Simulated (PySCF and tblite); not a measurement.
Values are calculated unless marked as measured or tabulated.
C₄H₉BrO, numbered as in [CH3:1][O:2][CH2:3][CH2:4][CH2:5][Br:6].

Free energies: PBE0-D3(BJ)/pcSseg-1 (IEF-PCM, benzene) on GFN2-xTB structures plus GFN2-xTB thermal terms, symmetry and mirror images included. Conformers within 3 kcal/mol (GFN2-xTB free energy) were kept, 10 at most. GIAO shieldings: PBE0/pcSseg-1 (IEF-PCM, benzene). Shifts are against TMS (¹H), TMS (¹³C) at the same level. (PySCF 2.14, tblite 0.8.)

Torsions listed: C1–O2–C3–C4, O2–C3–C4–C5, C3–C4–C5–Br6. Of a mirror pair one member is shown.

```csv
conformer,shape,symmetry,E(GFN2) kcal/mol,E(DFT) kcal/mol
1,"178°, -64°, -68°",C1 (pair),0.00,0.00
2,"-179°, -62°, 180°",C1 (pair),0.39,0.90
3,"177°, 175°, 64°",C1 (pair),0.85,1.43
4,"-79°, -61°, -72°",C1 (pair),0.54,1.31
5,"-76°, -58°, 177°",C1 (pair),0.44,1.59
```

Not shown: 5 more, 3.4 % in all.

Problem. How much do the weights at 298.15 K and the averaged shift of C3 depend on how the conformers are weighted?

Solution. 
```csv
weighting,1 (%),2 (%),3 (%),4 (%),5 (%),δ (ppm),rms dipole (D)
"DFT energy with thermal terms, symmetry and mirror images (full scheme)",61,18,8,5,4,73.3,2.58
DFT energy with symmetry and mirror images,65,14,6,7,4,73.0,2.54
bare DFT energy,65,14,6,7,4,73.1,2.55
GFN2-xTB energy with symmetry and mirror images,32,17,8,13,15,74.1,2.71
GFN2-xTB free energy,29,20,10,9,15,74.4,2.72
leading conformer alone,100,0,0,0,0,71.9,2.14
equal weights,10,10,10,10,10,75.4,2.85
"full scheme, search stopped after three starts",0,0,88,0,0,77.3,2.05
```

The largest departure from the full scheme, 3.9 ppm, comes with: full scheme, search stopped after three starts.

Spin–orbit effects of the heavy atoms on shieldings are missing. For its torsions the set is small; conformers may be missing.
